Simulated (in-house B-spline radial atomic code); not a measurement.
Inner levels of lead as electrons are removed. A shift is the extra binding of the orbital against the neutral atom ([Xe] 4f14 5d10 6s2 6p2). The density at the nucleus is averaged over the nuclear charge. Computed with an all-electron radial atomic-structure program (B-spline basis): Dirac-Hartree-Fock, average of the configuration, finite nuclei.

| ion | configuration | shift of 3p3/2 (eV) | shift of 3p1/2 (eV) | shift of 4d3/2 (eV) | radius of 3p3/2 (bohr) | radius of 3p1/2 (bohr) | radius of 4d3/2 (bohr) | Σ<r²> (bohr²) | change of density at nucleus (bohr⁻³) |
| --- | --- | --- | --- | --- | --- | --- | --- | --- | --- |
| Pb | [Xe] 4f14 5d10 6s2 6p2 | 0 | 0 | 0 | 0.18052 | 0.16441 | 0.42355 | 74.775 | - |
| Pb+ | [Xe] 4f14 5d10 6s2 6p1 | 7.7209 | 7.7187 | 7.7221 | 0.18052 | 0.16441 | 0.42355 | 57.685 | 32.31 |
| Pb2+ | [Xe] 4f14 5d10 6s2 | 16.785 | 16.781 | 16.784 | 0.18052 | 0.16441 | 0.42353 | 46.046 | 70.88 |
| Pb3+ | [Xe] 4f14 5d10 6s1 | 28.558 | 28.551 | 28.56 | 0.18052 | 0.16441 | 0.4235 | 39.439 | -165.32 |
| Pb4+ | [Xe] 4f14 5d10 | 41.171 | 41.162 | 41.164 | 0.18052 | 0.16441 | 0.42346 | 33.767 | -456.2 |
| Pb5+ | [Xe] 4f14 5d9 | 60.125 | 60.13 | 59.892 | 0.18051 | 0.1644 | 0.42372 | 30.93 | -408.89 |
| Pb6+ | [Xe] 4f14 5d8 | ? | ? | ? | ? | ? | ? | ? | ? |
| Pb7+ | [Xe] 4f14 5d7 | 101.23 | 101.28 | 100.34 | 0.1805 | 0.16439 | 0.42358 | 26.124 | -290.81 |
| Pb8+ | [Xe] 4f14 5d6 | 123.25 | 123.34 | 121.91 | 0.18049 | 0.16439 | 0.42348 | 24.043 | -220.58 |
| Pb9+ | [Xe] 4f14 5d5 | ? | ? | ? | ? | ? | ? | ? | ? |
| Pb10+ | [Xe] 4f14 5d4 | 170 | 170.18 | 167.54 | 0.18047 | 0.16437 | 0.42318 | 20.353 | -59.1 |
| Pb11+ | [Xe] 4f14 5d3 | 194.67 | 194.9 | 191.5 | 0.18046 | 0.16436 | 0.42298 | 18.7 | 31.96 |
| Pb12+ | [Xe] 4f14 5d2 | ? | ? | ? | ? | ? | ? | ? | ? |
| Pb13+ | [Xe] 4f14 5d1 | 246.44 | 246.81 | 241.61 | 0.18043 | 0.16434 | 0.42249 | 15.699 | 234.08 |
| Pb14+ | [Xe] 4f14 | 273.52 | 273.96 | 267.7 | 0.18042 | 0.16433 | 0.4222 | 14.329 | 344.89 |
| Pb15+ | [Kr] 4d10 4f14 5s2 5p5 | 304 | 304.52 | 297.21 | 0.18041 | 0.16432 | 0.4216 | 13.276 | 443.04 |
| Pb16+ | [Kr] 4d10 4f14 5s2 5p4 | 335.1 | 335.7 | 327.26 | 0.1804 | 0.16431 | 0.42098 | 12.264 | 543.71 |
| Pb17+ | [Kr] 4d10 4f14 5s2 5p3 | 366.82 | 367.51 | 357.84 | 0.18039 | 0.16431 | 0.42033 | 11.291 | 646.67 |
| Pb18+ | [Kr] 4d10 4f14 5s2 5p2 | 399.14 | 399.93 | 388.93 | 0.18038 | 0.1643 | 0.41965 | 10.354 | 752.05 |
| Pb19+ | [Kr] 4d10 4f14 5s2 5p1 | 432.06 | 432.96 | 420.53 | 0.18036 | 0.16429 | 0.41894 | 9.4517 | 859.61 |

(1) Fill in the row of Pb6+.

(2) Fill in the row of Pb9+.

(3) Fill in the row of Pb12+.

Answers

(1) shift of 3p3/2 (eV): 80.168; shift of 3p1/2 (eV): 80.194; shift of 4d3/2 (eV): 79.642; radius of 3p3/2 (bohr): 0.18051; radius of 3p1/2 (bohr): 0.1644; radius of 4d3/2 (bohr): 0.42366; Σ<r²> (bohr²): 28.404; change of density at nucleus (bohr⁻³): -353.67.

(2) shift of 3p3/2 (eV): 146.19; shift of 3p1/2 (eV): 146.31; shift of 4d3/2 (eV): 144.33; radius of 3p3/2 (bohr): 0.18048; radius of 3p1/2 (bohr): 0.16438; radius of 4d3/2 (bohr): 0.42335; Σ<r²> (bohr²): 22.127; change of density at nucleus (bohr⁻³): -143.42.

(3) shift of 3p3/2 (eV): 220.16; shift of 3p1/2 (eV): 220.45; shift of 4d3/2 (eV): 216.2; radius of 3p3/2 (bohr): 0.18045; radius of 3p1/2 (bohr): 0.16435; radius of 4d3/2 (bohr): 0.42276; Σ<r²> (bohr²): 17.153; change of density at nucleus (bohr⁻³): 129.87.
